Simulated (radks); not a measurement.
Charge is removed step by step from the 3d (averaged over the sub-levels emptied) level of the selenium ion Se+, starting from [Ar] 3d10 4s2 4p3. Calculated with a radial shooting solver on a logarithmic mesh with Libxc functionals: Dirac Kohn-Sham, BLYP, spin-unpolarised, spherical densities, finite nucleus; open shells are shared between the two j in proportion to 2j + 1; Fermi nuclear charge, rms radius 4.14 fm.

| removed (e) | E - E(0) (eV) | eigenvalue (eV) | E minus straight line (eV) |
|---|---|---|---|
| 0 | 0.000 | -63.447 | 0.000 |
| 0.25 | 16.595 | -69.347 | -2.294 |
| 0.5 | 34.689 | -75.436 | -3.089 |
| 0.75 | 54.328 | -81.706 | -2.339 |
| 1 | 75.557 | -88.148 | 0.000 |

Removing the whole electron costs 75.557 eV by Delta-SCF, against 63.447 eV from minus the eigenvalue at the starting occupation. Slater's transition state (half an electron removed) gives 75.436 eV. Integrating minus the eigenvalue over the occupation (Janak's theorem) gives 75.557 eV. The mean slope of the eigenvalue, de/dn, is 24.7 eV per electron.
